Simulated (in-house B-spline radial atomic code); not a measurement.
A calculation on W III (W2+) (with a hole in an inner shell): its settings, and results tabulated from the run. All numbers are computed (Dirac-Kohn-Sham B3LYP, spherical fractional occupations; Fermi nucleus of rms radius 5.3658 fm) with an all-electron radial atomic-structure program (B-spline basis), not measured.

Command:
```bash
python run_scf.py task.json out
```
Settings (nuclear radius in fm, mass in u):
```
Z                74
configuration    1s2 2s2 2p6 3s1 3p6 3d10 4s2 4p6 4d10 4f14 5s1 5p6 5d4 6s2
hamiltonian      dirac
method           b3lyp
spin_polarised   False
nucleus          fermi
rms_radius       5.3658
atomic_mass      183.95093
speed_of_light   137.035999084
```

Output (hartree, bohr):
```
 radial grid: 81 intervals, B-splines of order 8, outer radius 60 bohr

 iter        energy (Eh)    residual
    1      -16054.235881    5.92e-01
    2      -16054.923617    3.32e-01
    3      -16056.384666    6.11e-02
    4      -16056.444803    1.87e-02
    5      -16056.443818    1.87e-02
    6      -16056.449124    3.49e-03
    7      -16056.449283    3.47e-04
    8      -16056.449287    7.13e-05
    9      -16056.449287    2.94e-06
   10      -16056.449287    1.06e-07

 total energy                    -16056.44929
 kinetic                           18059.3530
 electron-nucleus                 -39974.9534
 Hartree                            6179.1211
 exact exchange                      -61.8518
 exchange-correlation               -258.1181

 first-order corrections (not in the total)
   Gaunt                            19.0672
   retardation                      -2.0254
   frequency dependence             -0.3335
   self-energy                      13.8325
   Uehling                          -2.5980
   Wichmann-Kroll                    0.1032
   recoil                            0.0293

 orbital      occ     eigenvalue          <r>       <r^2>       <1/r>     <1/r^2>       r_max    small
 1s1/2      2.000     -2558.0777    0.0183478 0.000463074     87.0421     18205.8     0.01146  7.79e-02
 2s1/2      2.000      -445.0761    0.0769118  0.00705591      21.194     2478.81     0.06585  1.77e-02
 2p1/2      2.000      -425.8323    0.0636247  0.00503735     21.1597     783.176     0.04895  1.77e-02
 2p3/2      4.000      -376.0151    0.0715657  0.00623446     17.7785     431.672     0.05577  1.60e-02
 3s1/2      1.000      -104.3781     0.199938   0.0458406     7.80571     560.288      0.1852  5.85e-03
 3p1/2      2.000       -96.1578     0.189796   0.0419862     7.72599     180.083      0.1733  5.80e-03
 3p3/2      4.000       -85.2657     0.204386   0.0484758     6.85077     100.794      0.1872  5.31e-03
 3d3/2      4.000       -70.9328     0.178692   0.0374847     6.74142     56.9093      0.1465  5.19e-03
 3d5/2      6.000       -68.5602     0.183173   0.0392578     6.53491     52.7277      0.1504  5.05e-03
 4s1/2      2.000       -22.9388     0.446286    0.225063     3.29444     140.999      0.4187  1.95e-03
 4p1/2      2.000       -19.3548     0.450624    0.231305     3.18733     44.3614      0.4179  1.86e-03
 4p3/2      4.000       -16.7898     0.482975    0.265391     2.88384     24.9359      0.4469  1.67e-03
 4d3/2      4.000       -10.8613      0.49707    0.286284     2.67764     13.0166       0.442  1.48e-03
 4d5/2      6.000       -10.3807      0.50811     0.29895     2.60426     12.0229      0.4512  1.43e-03
 4f5/2      6.000        -2.8819     0.566187    0.394603     2.20055     6.11259      0.4134  1.07e-03
 4f7/2      8.000        -2.7876     0.574091    0.405968     2.17057     5.94101      0.4181  1.05e-03
 5s1/2      1.000        -4.0704      1.04104     1.21542     1.29877     26.4912      0.9476  4.53e-04
 5p1/2      2.000        -3.0022      1.13054     1.44283     1.18179     7.56514       1.008  3.84e-04
 5p3/2      4.000        -2.5930      1.22109     1.68341     1.07685     4.27244       1.085  3.33e-04
 5d3/2      1.600        -1.0286      1.62771     3.07223    0.796516     1.48754       1.333  1.88e-04
 5d5/2      2.400        -0.9869      1.67303     3.24613    0.772867     1.36363       1.368  1.78e-04
 6s1/2      2.000        -0.8629      2.59278      7.5222    0.493834     4.04572       2.326  8.17e-05
```

Cost of the run: 2.5 s on 1 thread of Arm Neoverse N1 (shared host).

For the Dirac Hamiltonian the kinetic term is c α·p + (β - 1)c².

Caution: exact exchange at fractional occupations of open shells leaves self-interaction of up to several eV.
